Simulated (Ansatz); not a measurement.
Task: Name a neutral molecule of B, C, Si and H with HOMO–LUMO gap (B3LYP/def2-TZVPP) between 4.40 and 4.70 eV and HOMO–LUMO gap (PBE/def2-TZVPP) between 2.95 and 3.25 eV (Ansatz, PBE0-D4/def2-TZVP geometry).

Result: `[SiH3][Si]1([SiH3])BC1` (4.56 eV, 3.04 eV); `CB[SiH2]BC` (4.67 eV, 3.00 eV); `[SiH3]B1C[SiH2]1` (4.66 eV, 3.13 eV); `CB1[SiH2][SiH2]1` (4.60 eV, 3.25 eV); `C[SiH2][SiH]1B[SiH2]1` (4.43 eV, 3.12 eV); `B[SiH]1C[SiH2][SiH2]1` (4.44 eV, 3.11 eV). Other molecules can fit too; these were computed, each in one conformer that needn't be the lowest.

B3LYP here is the variant with VWN-RPA as its local correlation; programs differ in this.
